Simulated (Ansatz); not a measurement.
AlH6NSi2 (`[SiH3][SiH]1[NH][AlH]1`), relaxed with RKS PBE-D4/def2-SVP in Ansatz 0.2.0 from a rough embedded geometry. The force threshold is 0.03 eV/Å; the program also tests the step.

Total charge 0; spin multiplicity 1.

Start:

```xyz
10

Si   -1.374    0.994   -0.397
Si    0.327    0.261    0.723
N     1.611   -0.235   -0.408
Al    0.960   -1.999    0.267
H    -2.568    1.226    0.492
H    -1.800    0.030   -1.476
H    -1.056    2.268   -1.074
H     0.870    0.999    1.842
H     2.569   -0.121    0.042
H     0.459   -3.422   -0.013
```

(1) How much energy does the relaxation release, and in how many steps? (An estimate is asked.)

(2) Which bonds change most? (Best estimate.)

(3) Give the relaxed structure. (Best estimate.)

Answers

(1) The calculation gave: 150.26 kJ/mol, in 11 steps, 2 of them rejected.

(2) Ansatz gave: N3–Al4 from 1.997 to 1.793 Å; Si1–Si2 from 2.165 to 2.354 Å; Si2–H8 from 1.446 to 1.516 Å; Al4–H10 from 1.534 to 1.593 Å.

(3) Computed: 
```xyz
10

Si   -1.430    1.201   -0.439
Si    0.209    0.054    0.802
N     1.598   -0.594   -0.163
Al    0.904   -2.142    0.419
H    -2.640    1.490    0.414
H    -1.868    0.354   -1.607
H    -0.930    2.517   -0.987
H     0.596    0.895    2.003
H     2.305   -0.087   -0.703
H     1.256   -3.688    0.262
```
